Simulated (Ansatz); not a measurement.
`[Br][SnH][Br]` radical at its PBE0-D4/def2-TZVP geometry, where that method's forces vanish. Total charge 0; spin multiplicity 2. Sn: def2 effective core potential.

```xyz
4

Br   -0.2486   -0.1078    2.2329
Sn    0.5548    0.3320   -0.0818
Br   -1.4304    0.9605   -1.4459
H     1.1242   -1.1848   -0.7052
```

**Question.** What forces (eV/Å) does PBE-D4/def2-TZVPP give on these atoms in the Gaussian-basis code of Ansatz? (Estimate.)

**Answer.** Computed: 
```
Br1 -0.111 -0.075  0.322
Sn2  0.321  0.242 -0.033
Br3 -0.278  0.076 -0.197
H4   0.068 -0.243 -0.092
```
